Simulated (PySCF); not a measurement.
## Chlorine: a sound run and one with changed settings

Sound run: Cl⁺ [Ne] 3s2 3p4, Cl²⁺ [Ne] 3s2 3p3. All numbers are calculated (PySCF 2.14, the non-relativistic Hamiltonian (point nucleus), in def2-SVP). In the sound run the correlated levels freeze [Ne]. The sound run starts from symmetry-adapted Hartree-Fock orbitals and uses a fine grid where one is needed.

A second run was set up differently.

```csv
species,method,sound run (hartree),changed run (hartree),converged
Cl⁺,MP2,-458.97518,-458.98341,yes
Cl⁺,CCSD(T),-458.99536,-459.00301,yes
Cl²⁺,MP2,-458.12338,-458.13144,yes
Cl²⁺,CCSD(T),-458.14333,-458.15093,yes
```

Ionisation energy of Cl⁺:

| method | sound run (eV) | changed run (eV) |
| --- | --- | --- |
| UHF | 22.733 | 22.733 |
| MP2 | 23.179 | 23.183 |
| SCS-MP2 | 23.213 | 23.217 |
| CCSD | 23.180 | 23.181 |
| CCSD(T) | 23.185 | 23.186 |

**Question.** What was changed?
A. level shift left on
B. all electrons correlated in a valence basis
C. a valence shell is frozen
D. minimal basis

**Answer.** B. A valence basis has no tight correlating functions, so it recovers only part of the core correlation, and not evenly between atom and ion.
